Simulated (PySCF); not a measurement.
**UHF on Cu (copper, neutral)**

Configuration: [Ar] 3d9 4s1 5s1, high-spin 4D determinant (an excited configuration). Computed with PySCF 2.14 in aug-cc-pwCVTZ-PP with ECP10MDF (8s8p7d4f3g, 122 functions), with scalar relativity through the core potential.

```json
{
  "Total energy": "-196.003938 hartree",
  "One-electron energy": "-348.9158 hartree",
  "Hartree (Coulomb) energy": "170.6418 hartree",
  "Exchange energy": "-17.7298 hartree",
  "⟨S²⟩": "3.7509",
  "⟨L²⟩": "6.017",
  "Sum of ⟨r⟩": "24.60 bohr",
  "Sum of ⟨r²⟩": "89.66 bohr²",
  "Traceless quadrupole moment −½Σ⟨3z² − r²⟩ along its main axis": "-0.218 e·bohr²"
}
```

| shell | electrons | mean orbital energy (eV) | spread (eV) | rms radius, mean of both spins (bohr) |
| --- | --- | --- | --- | --- |
| 3s α | 1 | -155.42 | 0 | 0.764 |
| 3s β | 1 | -151.93 | 0 | 0.764 |
| 3p α | 3 | -106.32 | 2.515 | 0.810 |
| 3p β | 3 | -102.46 | 2.030 | 0.810 |
| 3d α | 5 | -25.596 | 2.887 | 1.04 |
| 3d β | 4 | -23.878 | 2.229 | 1.04 |
| 4s α | 1 | -12.890 | 0 | 2.75 |
| 5s α | 1 | -2.519 | 0 | 8.19 |

Energies and moments cover only the electrons outside the core potential. The outer electron is Rydberg-like, and this basis confines it to a smaller radius and binds it less than a complete one would.
